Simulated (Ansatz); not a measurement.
`C=[CH][AlH2]` + `CC(C)N` → `CC(C)[NH][AlH2]` + `C=C` at 600 K and 1 bar (ligand exchange at the Al–C bond).

Computed with Ansatz on PBE0-D4/def2-TZVP structures; ΔE is electronic, products minus reactants. CBS: MP2 limit from def2 TZ/QZ plus the TZ coupled-cluster correction, frozen cores. This one scheme is used for every species. Each species was taken in one conformer, which may not be the lowest.

```json
{"species": "`C=[CH][AlH2]`", "CCSD(T)/CBS energy (Eh)": "-321.08307", "H − E (kJ/mol)": "188.8", "S (J/(mol·K))": "354.4"}
{"species": "`CC(C)N`", "CCSD(T)/CBS energy (Eh)": "-174.28253", "H − E (kJ/mol)": "372.6", "S (J/(mol·K))": "384.6"}
{"species": "`CC(C)[NH][AlH2]`", "CCSD(T)/CBS energy (Eh)": "-416.91948", "H − E (kJ/mol)": "398.9", "S (J/(mol·K))": "465.3"}
{"species": "`C=C`", "CCSD(T)/CBS energy (Eh)": "-78.48111", "H − E (kJ/mol)": "161.6", "S (J/(mol·K))": "257.2"}
```

H − E and S are ideal-gas, rigid-rotor, harmonic terms from PBE0-D4/def2-TZVP, for one conformer and one mirror image of each species. 1 Eh = 2625.50 kJ/mol, R = 8.31446 J/(mol·K).

Problem. By hand: ΔE, ΔH, ΔS and ΔG.

Solution. ΔE = (-416.91948) + (-78.48111) − (-321.08307) − (-174.28253) = -0.03499 Eh = -91.9 kJ/mol. Δ(H − E) = 398.9 + 161.6 − 188.8 − 372.6 = -0.9, so ΔH = -92.8 kJ/mol. ΔS = 465.3 + 257.2 − 354.4 − 384.6 = -16.5 J/(mol·K). ΔG = -92.8 − 600 × (-16.5)/1000 = -82.9 kJ/mol.

Problem. By hand: the equilibrium constant, and the temperature at which ΔG would vanish if ΔH and ΔS stayed fixed.

Solution. log₁₀ K = −ΔG/(RT ln 10) = 7.2. ΔG = 0 at ΔH/ΔS = 5624 K, far beyond where these terms or the molecules hold.

ΔH outweighs TΔS. A doubt of 5 kJ/mol in ΔE shifts log₁₀ K by 0.4 here. Other conformers and mirror images would add mixing entropy, several J/(mol·K) or more a flexible species. These are equilibria of isolated gas molecules and say nothing of rates. Largest T1 diagnostic: 0.011 (customary marks: 0.02 for closed shells, 0.045 for open ones).
